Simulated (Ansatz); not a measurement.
A search over several starts for the lowest SCF solution of the cluster W4 at the given spin, in a small basis.

```yaml
crystal:
  periodic: [false, false, false]
  atoms:
    - {symbol: W, position_ang: [2.741617, 1.314683, -0.549689]}
    - {symbol: W, position_ang: [0.032667, -0.019597, -0.091771]}
    - {symbol: W, position_ang: [0.748164, 2.116260, 0.174938]}
    - {symbol: W, position_ang: [2.136352, -0.578746, 0.542522]}
basis:
  gaussian: {orbitals: def2-SVP}
magnetization: {spin_polarized: true, initial_magnetization: 0}
hamiltonian: {xc: pbe0, dispersion: d4}
output: {orbitals: {seedname: orbitals}}
```

```sh
$ ansatz run in.yaml --threads 4 --pin off --events-out ev --progress --plain --max-ram 3916MiB
```

Shortened log:

```
Functional definition: PBE0
1388 factors; their error is unknown
mean field evaluation 1: about -7279.0159 eV, gradient 5.9e1 eV
mean field evaluation 2: about -7128.9284 eV, gradient 1.8e2 eV
mean field evaluation 4: about -7294.4470 eV, gradient 6.6e0 eV
mean field evaluation 8: about -7294.7053 eV, gradient 7.4e-1 eV
mean field evaluation 16: about -7294.9173 eV, gradient 3.9e-3 eV
mean field evaluation 32: about -7294.9173 eV, gradient 5.8e-6 eV
mean field -7294.91726330 eV, -268.0832647537 hartree, gradient 5.8e-6 eV, S^2 0.000000; 3 other end points of the search recorded, 0 dependent functions left out
reference -7294.91728867 eV, -268.0832656861 hartree; 28, 28 occupied and 100, 100 virtual orbitals, 1388 factors
Total energy: -7295.13839737 eV, -268.0913912808 hartree
```

Run time 18 s (4 threads of Arm Neoverse V2 on a shared host), peak host memory 0.72 GiB.

In the def2 sets W takes a core potential; there is no spin–orbit coupling. Another isomer (singlet) lies 0.08 eV lower at PBE0-D4/def2-TZVP.
